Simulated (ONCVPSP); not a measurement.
## Plane-wave convergence, ONCV potential for copper

| Quantity | Value |
| --- | --- |
| Element | copper (Cu) |
| Generator | ONCVPSP 4.0.1 |
| Type | optimised norm-conserving Vanderbilt (ONCV) |
| Functional | PW91 |
| Relativity | scalar-relativistic |
| Frozen core | [Ne] 3s2 |
| Valence charge | 17 |
| Reference configuration | 3p6 3d10 4s1 |
| Partial waves | 4s: rc 2.30 bohr, ncon 4, nbas 7, qcut 3.4 1/bohr, 2 projectors, debl 2.7 Ha; 3p: rc 1.15 bohr, ncon 4, nbas 8, qcut 11.5 1/bohr, 2 projectors, debl 2.8 Ha; 3d: rc 0.95 bohr, ncon 4, nbas 9, qcut 16.1 1/bohr, 3 projectors, debl 0.9 Ha |
| Local potential | polynomial inside 0.65 bohr (lpopt 5, dvloc0 0 Ha) |
| Core correction | polynomial model core, fcfact 0.7 |

Task: For each optimised wave give the share of its norm inside rc, the residual kinetic energy above qcut (Ha) and the cutoffs (Ha) for errors of 10, 1, 0.1 and 0.01 mHa per electron.

Result:

```
         wave  norm inside rc  residual KE  10 mHa  1 mHa  0.1 mHa  0.01 mHa
           4s           0.348      2.8e-04     2.8    4.8     10.3      21.6
s projector 2           0.167      2.4e-02     6.6   14.2     28.5      32.6
           3p           0.896      9.6e-07    36.1   45.8     53.5      60.0
p projector 2           0.028      7.8e-08    24.3   35.5     45.4      53.2
           3d           0.563      2.6e-05    85.8  102.6    116.8     620.6
d projector 2           0.075      1.3e-06    72.4   92.8    108.0     120.2
d projector 3           0.050      1.9e-06    72.6   93.6    109.4     121.6
```

The occupied waves need 103 Ha and 117 Ha for 1 and 0.1 mHa. Note: ghosts flagged at negative energy: s at -280.8 eV; no localised positive-energy state flagged. A true bound ghost makes a file unfit for plane-wave use. 1 of 4 tests not solved or not reliable.
